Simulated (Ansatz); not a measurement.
Calculated with Ansatz (gas phase, PBE0-D4/def2-TZVP geometries, no zero-point term in ΔE). CBS: MP2 limit from def2 TZ/QZ plus the TZ coupled-cluster correction, frozen cores. This one scheme is used for every species. Functionals use def2-TZVPP. B3LYP here is the variant with VWN-RPA as its local correlation; programs differ in this. Each species was taken in one conformer, which may not be the lowest.

Reaction (ligand exchange at the Al–N bond): `FC[NH][AlH][SH]` + CH₃OH → `C[O][AlH][SH]` + `NCF`

```tsv
level	ΔE (kJ/mol)	difference from CCSD(T)/CBS
PBE-D4	-48.0	0.2
r2SCAN-D4	-51.5	-3.3
PBE0-D4	-47.8	0.4
ωB97X-V	-50.4	-2.2
ωB97M-V	-50.0	-1.8
B2PLYP	-52.7	-4.5
PBE	-48.4	-0.2
r2SCAN	-51.6	-3.4
B3LYP	-53.3	-5.1
MP2/def2-TZVPP	-49.3	-1.1
SCS-MP2/def2-TZVPP	-50.1	-1.9
CCSD(T)/def2-TZVPP	-48.4	-0.2
HF/def2-QZVPP	-55.6	-7.4
SCS-MP2/def2-QZVPP	-50.0	-1.8
HF/CBS(def2)	-55.6	-7.4
MP2/CBS(def2)	-49.1	-0.9
CCSD(T)/CBS	-48.2	0
```

Largest T1 diagnostic among the species: 0.012.

In def2-TZVPP, CCSD(T) changes the Hartree–Fock value by +7.0 kJ/mol (the triples alone add +0.8 kJ/mol) and MP2 by +6.1 kJ/mol.
